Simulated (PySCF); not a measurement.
Level of theory: PBE-D3(BJ)/def2-TZVP // B3LYP-D3(BJ)/def2-TZVP (PySCF). All species are isolated molecules in the gas phase. Excitations are Tamm–Dancoff values on a coarser integration grid. The basis has no diffuse functions, so Rydberg states are missing or too high.

Reference species (SMILES): `C(=O)[SiH3]` (neutral, multiplicity 1).

```yaml
S1 oscillator strength: 0.002
brightest of the four lowest singlets (TDA): 5.43 eV
T1 excitation (TDA): 2.42 eV
```

After one change: the S1 oscillator strength hardly moves; the brightest of the four lowest singlets (TDA) rises by 0.41 eV; the T1 excitation (TDA) goes up by 2.16 eV.

Question: Which change was made? The new species is one of these.
A) `C1O[SiH2]1`
B) `C[SiH]=O`
C) `C=[SiH]O` (C–Si–O–H torsion 0°)

Answer: A, `C1O[SiH2]1`
